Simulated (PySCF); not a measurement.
C5H7F, SMILES [C@H]1(C)CC=C1F.

Geometry optimised at B3LYP-D3(BJ)/def2-SVP. The structure was generated by enumeration; whether it is a known compound was not checked.

Two levels are set side by side: TDA-PBE/def2-SVPD (PySCF) and TDA-PBE0/def2-SVPD (PySCF). Vertical, same geometry. The lowest singlet is HOMO→LUMO+1 79 %, HOMO→LUMO 20 % with PBE and HOMO→LUMO+1 59 %, HOMO→LUMO 37 % with the other functional; states are paired by order. Differences are taken from unrounded values.

```
quantity                               TDA-PBE0
-------------------------------------  --------
lowest singlet excitation (eV)             6.81
lowest triplet excitation (TDA) (eV)       4.36
first bright state (f over 0.05) (eV)      7.38
its oscillator strength                    0.09
```

Problem. What does TDA-PBE give, and how far is it from TDA-PBE0? (The exact figures need the calculation; the answer reports its results.)

Solution. 
```
quantity                               TDA-PBE  TDA-PBE minus TDA-PBE0
-------------------------------------  -------  ----------------------
lowest singlet excitation (eV)            6.10                   -0.71
lowest triplet excitation (TDA) (eV)      4.45                    0.09
first bright state (f over 0.05) (eV)     7.38                    0.00
its oscillator strength                   0.06                   -0.03
```

Functionals without exact exchange tend to place singlet excitations lower, as here. Differences between two approximate levels are no errors against the true value.

Rough cost on one machine, each run with all the roots and properties that it gave: TDA-PBE0 against TDA-PBE about 2 times.
